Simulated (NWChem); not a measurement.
C$_{3}$H$_{6}$OSi; SMILES C1=C[SiH2]OC1

```xyz
11

C      0.7128     1.2918     0.0000
C      1.3651     0.1185     0.0000
Si     0.0512    -1.2014     0.0000
O     -1.2203    -0.0973     0.0000
C     -0.7893     1.2389     0.0000
H      1.2073     2.2712     0.0000
H      2.4557     0.0591     0.0000
H      0.0167    -2.0829     1.2063
H      0.0167    -2.0829    -1.2063
H     -1.1914     1.7692    -0.8858
H     -1.1914     1.7692     0.8858
```
Atoms are numbered in this order, from 1.

Program: NWChem. All runs use the structure optimised with PBE0/def2-SVP. B3LYP is NWChem's, with the RPA form of VWN correlation. Total energies of different functionals are on different scales.

```
level                   energy (Ha)  highest occupied level (eV)  orbital gap (eV)  dipole (D)
----------------------  -----------  ---------------------------  ----------------  ----------
PBE/def2-TZVP             -482.3477                        -6.25              4.91        1.66
B3LYP/def2-TZVP           -482.7654                        -7.31              6.76        1.72
Hartree-Fock/def2-TZVP    -480.9960                   (withheld)        (withheld)  (withheld)
PW6B95/def2-TZVP          -483.2364                        -7.63              7.37        1.73
BLYP/def2-TZVP            -482.6644                        -6.15              4.95        1.66
```

**Question.** What belongs in the gaps?

**Answer.** 
- Hartree-Fock/def2-TZVP, highest occupied level (eV): -10.10
- Hartree-Fock/def2-TZVP, orbital gap (eV): 13.48
- Hartree-Fock/def2-TZVP, dipole (D): 1.85
